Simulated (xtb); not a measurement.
CH2Cl6Si2, charge -1, doublet, geometry from GFN2-xTB (a state made from the parent by changing its charge; the spin is typed, not shown lowest). Base run: xtb with GFN2-xTB.

xtb was given this input:
```
$ xtb mol.xyz --gfn 2 --chrg -1 --uhf 1 --json

# file mol.xyz
11

Cl     3.08799008    -0.39677225    -1.26569421
Si     1.47398113     0.29321702    -0.19461162
Cl     2.17933231     0.66766398     1.66884890
Cl     0.97661910     2.06905610    -1.02181231
C      0.10544345    -0.99510331    -0.21573527
Si    -1.63560367    -0.25343323     0.20330251
Cl    -2.05187644     0.25737694    -1.98728099
Cl    -1.20310332    -0.20377725     2.43948372
Cl    -2.91612256    -1.88424425     0.27626352
H      0.33616261    -1.78103735     0.50587682
H      0.05562643    -1.46347131    -1.19988467
```

Variants of this job, named by their change:

| change | ΔE vs base (mEh) | G_solv (kcal/mol) | SCF cycles |
|---|---|---|---|
| base | 0.000 | - | 18 |
| alpb = acetonitrile | -70.908 | -45.13 | 19 |
| acc = 30 | 0.001 | - | 13 |
| etemp = 3000 | -0.390 | - | 19 |
| acc = 1000 | 0.057 | - | 9 |
| acc = 0.1 | 0.000 | - | 22 |
| file = coord | 0.000 | - | 18 |
| gbsa = acetonitrile | -72.075 | -46.13 | 19 |

ALPB and GBSA are two models with their own fitted parameters for each solvent, which aren't always the measured dielectric constant.
